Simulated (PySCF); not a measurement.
## Working out the ionisation energy of Ni

Ni [Ar] 3d8 4s2 (3F) → Ni⁺ [Ar] 3d9 (2D). All numbers are calculated (PySCF 2.14, no relativity, point nucleus, in def2-QZVPPD). Frozen: [Ar]. Energies in hartree (1 hartree = 27.21139 eV):

```csv
part,Ni (lower),Ni⁺ (upper)
UHF,-1506.880629,-1506.596916
CCSD correlation,-0.328743,-0.344342
(T),-0.012246,-0.013374
```

Task: What does Hartree-Fock give?

Result: (-1506.596916) − (-1506.880629) = 0.283713 hartree = 7.720 eV.

Task: What do CCSD and CCSD(T) give?

Result: The CCSD correlation energies differ by -0.015599 hartree = -0.424 eV and the triples by -0.001128 hartree = -0.031 eV, so CCSD gives 7.296 eV and CCSD(T) 7.265 eV.

A first-order spin-orbit estimate adds 0.053 eV to CCSD(T) (valence), giving 7.318 eV against 7.640 eV (measured; NIST Atomic Spectra Database, ionization energies).

The calculation is non-relativistic.

What remains against the reference includes basis incompleteness, the frozen core and higher excitations.
